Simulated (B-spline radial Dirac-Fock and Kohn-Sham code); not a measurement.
Eu 4d5/2: cross section and angular parameters

System: the free europium atom, configuration [Xe] 4f7 6s2; threshold 127.7 eV (tabulated edge). Method: Dirac-Hartree-Slater photoionisation with a Latter tail; cross sections with all multipoles, angular parameters from the dipole term and its interference with E2. Computed with a radial B-spline solver.

For linearly polarised light dσ/dΩ = σ/(4π) [1 + β P₂(cos θ) + (δ + γ cos²θ) sin θ cos φ], with θ from the polarisation vector and φ the angle between the beam and the projection of the electron momentum on the plane normal to the polarisation.

| hν (eV) | σ (kb) | β | γ | δ |
| --- | --- | --- | --- | --- |
| 200 | 204 | -0.327 | -0.393 | 0.118 |
| 284 | 395 | -0.325 | 0.012 | 0.103 |
| 318 | ? | ? | ? | ? |
| 353 | 472 | 0.256 | 0.140 | 0.053 |
| 422 | 470 | 0.584 | 0.142 | 0.025 |
| 582 | 375 | 0.963 | 0.050 | 0.004 |
| 600 | 363 | 0.989 | 0.040 | 0.003 |
| 681 | 313 | 1.085 | 0.004 | 0.002 |
| 721 | 290 | 1.121 | -0.010 | 0.002 |
| 725 | 288 | 1.124 | -0.011 | 0.002 |
| 754 | 273 | 1.147 | -0.018 | 0.002 |
| 813 | 244 | 1.187 | -0.030 | 0.003 |
| 1090 | 147 | 1.294 | -0.030 | 0.011 |
| 1253.6 | 112 | 1.323 | -0.003 | 0.016 |
| 1340 | 97.0 | 1.332 | 0.016 | 0.018 |
| 1400 | 88.3 | 1.337 | 0.031 | 0.020 |
| 1920 | 42.4 | 1.342 | 0.178 | 0.034 |
| 2780 | 16.3 | 1.294 | 0.431 | 0.056 |
| 2830 | 15.5 | 1.290 | 0.445 | 0.057 |
| 2984.4 | 13.4 | 1.279 | 0.487 | 0.061 |
| 3960 | 5.95 | 1.205 | 0.724 | 0.087 |
| 4000 | 5.78 | 1.202 | 0.733 | 0.088 |
| 4730 | 3.49 | 1.150 | 0.881 | 0.108 |
| 5414.7 | 2.29 | 1.104 | 1.003 | 0.127 |
| 8047.8 | 0.628 | 0.959 | 1.366 | 0.198 |
| 11300 | 0.193 | 0.827 | 1.661 | 0.284 |
| 15000 | 0.0692 | 0.716 | 1.883 | 0.377 |

Question: Give the values at 318 eV.

Answer: σ = 446 kb, β = 0.006, γ = 0.100, δ = 0.075.
